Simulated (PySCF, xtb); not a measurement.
GaCl3, SMILES [Cl][Ga]([Cl])[Cl].

xtb with GFN2-xTB at its own geometry gives an orbital gap of 4.06 eV and a dipole moment of 0.00 D.

Geometry: PBE0-D3(BJ)/def2-SVP. The isomer is the one that the SMILES or the coordinates give; other isomers of the formula were not compared.

What does M06-2X/def2-TZVPD in PySCF give? (An estimate is asked for; the answer gives what the named calculation found.)

gap 9.48 eV (levels -10.85 and -1.38 eV), dipole 0.00 D.
